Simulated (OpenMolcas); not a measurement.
Worked example: vertical energy of the triplet above the singlet of TiHCl3O (SMILES Cl[Ti](Cl)(Cl)O)

TiHCl3O: 6 atoms, total charge 0, spin state singlet. SMILES: `Cl[Ti](Cl)(Cl)O`. The shape is that of a PBE0-D4/def2-TZVP optimisation.

Both states at this one shape; open shells run unrestricted unless said. 1 Eh = 27.2114 eV.

```tsv
level	program	singlet TiHCl3O (Eh)	triplet TiHCl3O (Eh)
PBE/def2-SVP	OpenMolcas	-2304.707980	-2304.557994
TPSS/def2-SVP	OpenMolcas	-2305.681400	-2305.533338
```

Question: Work out the vertical gap, second state less first, at each level.

Answer: 
1. PBE/def2-SVP: -2304.557994 − (-2304.707980) = 0.149986 Eh = 4.08 eV.
2. TPSS/def2-SVP: -2305.533338 − (-2305.681400) = 0.148062 Eh = 4.03 eV.

No measured value is set beside it here; the levels span 4.03 to 4.08 eV.
